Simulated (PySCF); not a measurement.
## Spinor energies of Dy⁴⁺ (dysprosium, charge +4)

Start: [Xe] 4f8; 4f5/2 filled at m_j = -5/2, -3/2, -1/2, +1/2, +3/2, +5/2; 4f7/2 filled at m_j = +5/2, +7/2. Calculated with PySCF 2.14 in x2c-TZVPall-2c: generalised Hartree-Fock with the X2C-1e Hamiltonian and a Gaussian nucleus; one run each with spin-orbit coupling (SO) switched off, then screened by Boettger's factors.

```tsv
spinor shell	electrons	ε, spin-free (eV)	ε, screened SO (eV)	weight of nominal j (screened SO)	rms radius, screened SO (bohr)
1s1/2	2	-54113.2	-54102.1	1.000	0.0240
2s1/2	2	-9182.2	-9178.7	1.000	0.0971
2p1/2	2	-8149.1	-8714.4	1.000	0.0830
2p3/2	4	-8149.1	-7909.5	1.000	0.0896
3s1/2	2	-2141.1	-2139.9	1.000	0.250
3p1/2	2	-1817.6	-1937.3	1.000	0.241
3d3/2	4	-1399.7	-1421.9	0.996	0.228
3d5/2	6	-1399.7	-1383.8	0.997	0.231
4s1/2	2	-493.02	-492.68	1.000	0.562
4p1/2	2	-383.50	-412.26	0.977	0.577
4p3/2	4	-383.50	-370.94	0.989	0.605
4d3/2	4	-230.70	-240.85	0.725	0.648
4d5/2	6	-230.70	-223.66	0.817	0.656
5s1/2	2	-106.96	-106.90	1.000	1.34
5p1/2	2	-76.137	-80.784	0.945	1.47
5p3/2	4	-76.137	-74.099	0.972	1.55
4f5/2	6	-70.115	-70.107	0.675	0.824
4f7/2	2	-70.115	-69.813	0.902	0.826
```

Task: Where does 3p3/2 lie, and what is the 3p spin-orbit splitting (screened SO)?

Result: At -1766.1 eV, 171.24 eV above 3p1/2.

```
   quantity     spin-free   screened SO
E (hartree)  -12145.87135  -12154.83503
        M_J             6             6
       ⟨J²⟩        42.010        42.013
       ⟨L²⟩        12.006        12.393
       ⟨S²⟩        12.005        11.844
```

Each row is a mean over spinors that exchange with the open shell spreads, by up to 17.701 eV (4d5/2).

Rows whose weight is well below 1 are mixtures of j = l ± 1/2: exchange outweighs spin-orbit coupling there, and the label is only the starting occupation.

Breit and QED terms are absent; they matter most for the inner s and p1/2 levels.

Densities and radii are taken from the X2C orbitals without a picture-change correction, which distorts them close to the nucleus.

Without spin-orbit coupling the j labels of p, d and f shells carry no meaning; the spin-free column gives the mean over the occupied spinors of each nl shell.
